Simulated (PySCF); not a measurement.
**Ionisation energy of Sb(2+) by level of theory**

Sb(2+) [Kr] 4d10 5s2 5p1 (2P) → Sb(3+) [Kr] 4d10 5s2 (1S), as a difference of total energies. All numbers are calculated (PySCF 2.14, the spin-free X2C one-electron Hamiltonian (Gaussian nucleus), in x2c-TZVPPall). Correlated levels: valence: [Kr] 4d10 frozen. The calculations carry no spin-orbit coupling.

```
           method  ionisation energy (eV)
              UHF                  24.098
    MP2 (valence)                  24.301
SCS-MP2 (valence)                  24.290
   CCSD (valence)                  24.364
CCSD(T) (valence)                  24.380
  CCSDT (valence)                  24.384
```

Task: How much does correlation contribute at CCSD(T) (valence)?

Result: 24.380 − (24.098) = 0.282 eV, measured against UHF.

The reference lies between the lowest fine-structure levels, while these numbers refer to the centres of the terms.

Errors of the correlated levels include the incompleteness of this basis and the frozen core.

For comparison: 25.323 eV (measured; NIST Atomic Spectra Database, ionization energies).
